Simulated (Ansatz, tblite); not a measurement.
Dissociation curve of C₆H₁₇NSi, SMILES [SiH3]N(C(C)C)C(C)C. The N1–Si22 bond (N1 also carries C, C; Si22 carries H, H, H) is stretched with both fragments frozen at the PBE0/def2-SVP optimised geometry.

- GFN2-xTB, 300 K electronic temperature (tblite)
- UKS-PBE0 = unrestricted PBE0/def2-SVP (Ansatz, a program for electronic structure)

Energies relative to the lowest point of each curve near equilibrium, in kcal/mol:

```tsv
R / Å	GFN2-xTB
1.44	57.0
1.54	17.3
1.68	0.3
1.74	0.0
1.88	6.7
1.95	12.2
2.08	23.8
2.30	44.1
2.54	64.9
2.84	85.7
3.64	105.0
4.30	108.0
```

Question: What does UKS-PBE0 give at the same points?

Answer: 1.44: 47.7; 1.54: 17.5; 1.68: 1.2; 1.74: 0.0; 1.88: 5.1; 1.95: 10.3; 2.08: 22.3; 2.30: 45.0; 2.54: 68.6; 2.84: 88.1; 3.64: 89.8; 4.30: 90.6 (kcal/mol).

The unrestricted determinant behind UKS-PBE0 is spin-contaminated at 2.84 to 5.07 Å (<S²> up to 1.0, against 0.00 for a pure singlet).
